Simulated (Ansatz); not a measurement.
`C[O][GaH][SeH]` → `[GaH2][SeH]` + `C=O` at 298.15 K and 1 bar (β-hydride elimination).

Isolated molecules relaxed with PBE0-D4/def2-TZVP in Ansatz; ΔE leaves out vibrations. CCSD(T)/CBS adds triple-zeta CCSD(T) − MP2 to the extrapolated MP2 energy (def2 sets, frozen cores). This one scheme is used for every species. For Ga, Se outer-core shells are correlated without core-valence functions, which leaves a few kJ/mol of doubt a bond. Scalar relativity is left out up to krypton. Each species was taken in one conformer, which may not be the lowest.

| species | CCSD(T)/CBS energy (Eh) | H − E (kJ/mol) | S (J/(mol·K)) |
| --- | --- | --- | --- |
| `C[O][GaH][SeH]` | -4440.92521 | 170.6 | 365.5 |
| `[GaH2][SeH]` | -4326.46797 | 70.5 | 291.2 |
| `C=O` | -114.39408 | 80.1 | 218.6 |

H − E and S are ideal-gas, rigid-rotor, harmonic terms from PBE0-D4/def2-TZVP, for one conformer and one mirror image of each species. 1 Eh = 2625.50 kJ/mol, R = 8.31446 J/(mol·K).

**Question.** By hand: ΔE, ΔH, ΔS and ΔG.

**Answer.** ΔE = (-4326.46797) + (-114.39408) − (-4440.92521) = 0.06316 Eh = 165.8 kJ/mol. Δ(H − E) = 70.5 + 80.1 − 170.6 = -20.0, so ΔH = 145.8 kJ/mol. ΔS = 291.2 + 218.6 − 365.5 = 144.3 J/(mol·K). ΔG = 145.8 − 298.15 × (144.3)/1000 = 102.8 kJ/mol.

**Question.** By hand: the equilibrium constant, and the temperature at which ΔG would vanish if ΔH and ΔS stayed fixed.

**Answer.** log₁₀ K = −ΔG/(RT ln 10) = -18.0. ΔG = 0 at ΔH/ΔS = 1010 K.

The number of gas molecules changes by +1, which sets the sign of ΔS. A doubt of 5 kJ/mol in ΔE shifts log₁₀ K by 0.9 here. Other conformers and mirror images would add mixing entropy, several J/(mol·K) or more a flexible species. These are equilibria of isolated gas molecules and say nothing of rates. Largest T1 diagnostic: 0.015 (customary marks: 0.02 for closed shells, 0.045 for open ones).
